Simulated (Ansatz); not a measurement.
Basis-set extrapolation for `CB1N[SiH2]1` (PBE0-D4/def2-TZVP geometry, frozen core, the Gaussian-basis code of Ansatz). Multiplicity 1, RHF reference.

```csv
,def2-TZVPP,def2-QZVPP
HF,-409.494360,-409.509092
MP2 correlation,-0.602498,-0.643079
CCSD(T) correlation,-0.670138,not run
```

Energies in hartree. Use E(X) = E(∞) + A·exp(−7.88·√X) for Hartree–Fock and E(X) = E(∞) + B·X^(−2.97) for correlation, with X = 3 and 4, and add CCSD(T) minus MP2 of the smaller set to the MP2 limit.

**Question.** What is the CCSD(T) energy at the basis-set limit?

**Answer.** HF limit: -409.509092 + (-0.014732) × 0.13774 = -409.51112. MP2 limit: -0.643079 + (-0.040581) × 0.74074 = -0.67314. Higher-order term: -0.670138 − (-0.602498) = -0.06764. Total: -410.25190 hartree, 2.38 eV below CCSD(T)/def2-TZVPP.
